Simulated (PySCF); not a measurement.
Hg, singlet (core potentials on Hg). Base run: PBE0/def2-TZVP run with PySCF.

The PySCF input:
```python
from pyscf import gto, scf, dft

mol = gto.Mole()
mol.atom = '''
    Hg    0.00000000    0.00000000    0.00000000
'''
mol.basis = 'def2-tzvp'
mol.ecp = {'Hg': 'def2-tzvp'}
mol.verbose = 5
mol.build()

mf = dft.RKS(mol)
mf.xc = 'pbe0'
mf.kernel()
```

Each row names what was changed in the base input (with any setting that the change needs).

| change | basis functions | E (Eh) | HOMO (eV) | HOMO-LUMO gap (eV) |
|---|---|---|---|---|
| base | 43 | -153.51485 | -7.53 | 7.10 |
| basis = ANO-RCC-VDZP; relativity = none (without mol.ecp = {'Hg': 'def2-tzvp'}) | 59 | -15740.18029 | -3.09 | 1.07 |
| basis = Sapporo-DKH3-DZP-2012; relativity = spin-free X2C; nucleus = Gaussian (with mol.nucmod = 'G'; without mol.ecp = {'Hg': 'def2-tzvp'}) | 65 | -19624.21207 | -7.37 | 12.49 |
| basis = jorge-DZP-DKH; relativity = none (without mol.ecp = {'Hg': 'def2-tzvp'}) | 60 | -17992.05318 | -4.35 | 2.10 |
| basis = jorge-DZP-DKH; relativity = spin-free X2C; nucleus = Gaussian (with mol.nucmod = 'G'; without mol.ecp = {'Hg': 'def2-tzvp'}) | 60 | -19594.65862 | -7.23 | 7.44 |
| basis = jorge-DZP-DKH; relativity = spin-free X2C (without mol.ecp = {'Hg': 'def2-tzvp'}) | 60 | -19597.61862 | -7.24 | 7.44 |
| basis = ANO-RCC-VDZP; relativity = spin-free X2C; nucleus = Gaussian (with mol.nucmod = 'G'; without mol.ecp = {'Hg': 'def2-tzvp'}) | 59 | -19624.90520 | -7.35 | 7.11 |
| basis = ANO-RCC-VDZP; relativity = spin-free X2C (without mol.ecp = {'Hg': 'def2-tzvp'}) | 59 | -19629.12168 | -7.35 | 7.11 |
| basis = Sapporo-DKH3-DZP-2012; relativity = spin-free X2C (without mol.ecp = {'Hg': 'def2-tzvp'}) | 65 | -19627.25086 | -7.38 | 12.50 |
| basis = Sapporo-DKH3-DZP-2012; relativity = none (without mol.ecp = {'Hg': 'def2-tzvp'}) | 65 | -15900.73036 | -1.41 | 3.81 |

Total energies compare only within one method and basis.

Basis sets contracted for a relativistic Hamiltonian are a mismatch without it, so the rows without relativity aren't non-relativistic limits. No row has spin-orbit coupling; sets with core potentials leave out the core electrons.
